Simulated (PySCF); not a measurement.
C$_{3}$H$_{8}$Zn, singlet, geometry from GFN2-xTB (such geometries of metal compounds can be far from the true shape); HF/6-31G, polarisability (PySCF).

PySCF was given this input:
```python
from pyscf import gto, scf
from pyscf.prop import polarizability

mol = gto.Mole()
mol.atom = '''
    Zn   -0.17980428    0.09305311    0.44435574
    C    -1.00452714    1.78317412    1.26978209
    H    -1.54886882    1.57915960    2.18683545
    H    -1.70110231    2.25061708    0.57872355
    H    -0.24115674    2.51950859    1.50606308
    C     0.69198136   -1.39047038   -0.69363095
    C     0.98325617   -0.87420034   -2.10464345
    H     0.05043673   -2.26940270   -0.77313062
    H     1.62800534   -1.73703802   -0.25276439
    H     1.66373314   -0.02334061   -2.08424949
    H     0.06926727   -0.56650361   -2.61188777
    H     1.44955127   -1.65561428   -2.70930817
'''
mol.basis = '6-31g'
mol.verbose = 4
mol.build()

mf = scf.RHF(mol)
mf.kernel()
alpha = mf.Polarizability().polarizability()[2, 2]
print('alpha_zz =', alpha)
```

Predict the main parts of the log of this PySCF run.


```
site-packages/pyscf/prop/efg/rhf.py:45: UserWarning: Module EFG is under testing
  warnings.warn('Module EFG is under testing')
site-packages/pyscf/prop/efg/dhf.py:30: UserWarning: Module EFG is under testing
  warnings.warn('Module EFG is under testing')
site-packages/pyscf/prop/zfs/uhf.py:40: UserWarning: Module ZFS is under testing
  warnings.warn('Module ZFS is under testing')
site-packages/pyscf/prop/gtensor/uhf.py:43: UserWarning: Module g-tensor is under testing
  warnings.warn('Module g-tensor is under testing')
site-packages/pyscf/prop/gtensor/uks.py:41: UserWarning: Module g-tensor is under testing
  warnings.warn('Module g-tensor is under testing')
site-packages/pyscf/prop/hfc/uks.py:35: UserWarning: Module HFC is under testing
  warnings.warn('Module HFC is under testing')
site-packages/pyscf/prop/magnetizability/rhf.py:39: UserWarning: Module magnetizability is under testing
  warnings.warn('Module magnetizability is under testing')
site-packages/pyscf/prop/magnetizability/uhf.py:37: UserWarning: Module magnetizability is under testing
  warnings.warn('Module magnetizability is under testing')
site-packages/pyscf/prop/magnetizability/rks.py:37: UserWarning: Module magnetizability is under testing
  warnings.warn('Module magnetizability is under testing')
site-packages/pyscf/prop/magnetizability/uks.py:39: UserWarning: Module magnetizability is under testing
  warnings.warn('Module magnetizability is under testing')
site-packages/pyscf/prop/polarizability/uhf.py:34: UserWarning: Module polarizability is under testing
  warnings.warn('Module polarizability is under testing')
site-packages/pyscf/prop/polarizability/rks.py:29: UserWarning: Module polarizability is under testing
  warnings.warn('Module polarizability is under testing')
site-packages/pyscf/prop/polarizability/uks.py:29: UserWarning: Module polarizability is under testing
  warnings.warn('Module polarizability is under testing')
PySCF version 2.14.0

[INPUT] verbose = 4
[INPUT] num. atoms = 12
[INPUT] num. electrons = 56
[INPUT] charge = 0
[INPUT] spin (= nelec alpha-beta = 2S) = 0
[INPUT] symmetry False subgroup None
[INPUT] Mole.unit = angstrom
[INPUT] Symbol           X                Y                Z      unit          X                Y                Z       unit  Magmom
[INPUT]  1 Zn    -0.179804280000   0.093053110000   0.444355740000 AA   -0.339780845225   0.175844892939   0.839710650478 Bohr   0.0
[INPUT]  2 C     -1.004527140000   1.783174120000   1.269782090000 AA   -1.898281179293   3.369710719212   2.399540387978 Bohr   0.0
[INPUT]  3 H     -1.548868820000   1.579159600000   2.186835450000 AA   -2.926937872678   2.984179150978   4.132520079990 Bohr   0.0
[INPUT]  4 H     -1.701102310000   2.250617080000   0.578723550000 AA   -3.214617475765   4.253049892468   1.093629011336 Bohr   0.0
[INPUT]  5 H     -0.241156740000   2.519508590000   1.506063080000 AA   -0.455720191693   4.761181203589   2.846046747519 Bohr   0.0
[INPUT]  6 C      0.691981360000  -1.390470380000  -0.693630950000 AA    1.307655253704  -2.627608202520  -1.310772527022 Bohr   0.0
[INPUT]  7 C      0.983256170000  -0.874200340000  -2.104643450000 AA    1.858084871589  -1.651999220602  -3.977199710360 Bohr   0.0
[INPUT]  8 H      0.050436730000  -2.269402700000  -0.773130620000 AA    0.095311606319  -4.288549569348  -1.461005130315 Bohr   0.0
[INPUT]  9 H      1.628005340000  -1.737038020000  -0.252764390000 AA    3.076484221929  -3.282526125757  -0.477655471143 Bohr   0.0
[INPUT] 10 H      1.663733140000  -0.023340610000  -2.084249490000 AA    3.143999978963  -0.044107360480  -3.938660711364 Bohr   0.0
[INPUT] 11 H      0.069267270000  -0.566503610000  -2.611887770000 AA    0.130896169696  -1.070536671477  -4.935752553401 Bohr   0.0
[INPUT] 12 H      1.449551270000  -1.655614280000  -2.709308170000 AA    2.739254903815  -3.128657557119  -5.119850428347 Bohr   0.0

nuclear repulsion = 232.457213167504
number of shells = 42
number of NR pGTOs = 188
number of NR cGTOs = 70
basis = 6-31g
ecp = {}

******** <class 'pyscf.scf.hf.RHF'> ********
method = RHF
initial guess = minao
damping factor = 0
level_shift factor = 0
DIIS = <class 'pyscf.scf.diis.CDIIS'>
diis_start_cycle = 1
diis_space = 8
diis_damp = 0
SCF conv_tol = 1e-09
SCF conv_tol_grad = None
SCF max_cycles = 50
direct_scf = True
direct_scf_tol = 1e-13
Set gradient conv threshold to 3.16228e-05
Initial guess from minao.
init E= -1895.47221008805
  HOMO = -0.230208171380563  LUMO = 0.0160570527720423  gap/eV = 6.70122
cycle= 1 E= -1895.64240147643  delta_E= -0.17  |g|= 0.26  |ddm|= 2.59
  HOMO = -0.318775873829683  LUMO = 0.0836717890486605  gap/eV = 10.95116
cycle= 2 E= -1895.6747791048  delta_E= -0.0324  |g|= 0.0783  |ddm|= 0.41
  HOMO = -0.330898393457101  LUMO = 0.0826791582721165  gap/eV = 11.25402
cycle= 3 E= -1895.67772851843  delta_E= -0.00295  |g|= 0.0427  |ddm|= 0.172
  HOMO = -0.331353459768017  LUMO = 0.0834766564702827  gap/eV = 11.28810
cycle= 4 E= -1895.67808273484  delta_E= -0.000354  |g|= 0.00761  |ddm|= 0.0388
  HOMO = -0.331513286097573  LUMO = 0.0835212268021213  gap/eV = 11.29366
cycle= 5 E= -1895.67810829427  delta_E= -2.56e-05  |g|= 0.00274  |ddm|= 0.0165
  HOMO = -0.332003814324818  LUMO = 0.0834159126442788  gap/eV = 11.30415
cycle= 6 E= -1895.67811209936  delta_E= -3.81e-06  |g|= 0.00059  |ddm|= 0.00594
  HOMO = -0.332192251999339  LUMO = 0.0833541573673622  gap/eV = 11.30759
cycle= 7 E= -1895.67811237206  delta_E= -2.73e-07  |g|= 0.000164  |ddm|= 0.00184
  HOMO = -0.332177400935367  LUMO = 0.0833541584136372  gap/eV = 11.30719
cycle= 8 E= -1895.67811238653  delta_E= -1.45e-08  |g|= 4.33e-05  |ddm|= 0.00035
  HOMO = -0.332178998062404  LUMO = 0.0833543601348361  gap/eV = 11.30724
cycle= 9 E= -1895.67811238799  delta_E= -1.47e-09  |g|= 1.35e-05  |ddm|= 0.000124
  HOMO = -0.332179631966785  LUMO = 0.0833530900325674  gap/eV = 11.30722
cycle= 10 E= -1895.67811238817  delta_E= -1.76e-10  |g|= 3.53e-06  |ddm|= 5.11e-05
  HOMO = -0.332180020495074  LUMO = 0.083353111501705  gap/eV = 11.30723
Extra cycle  E= -1895.67811238817  delta_E= -2.73e-12  |g|= 1.69e-06  |ddm|= 6.52e-06
converged SCF energy = -1895.67811238817
Isotropic polarizability 52.9502808148
Polarizability anisotropy 6.63679252657
alpha_zz = 54.4163706096749
```
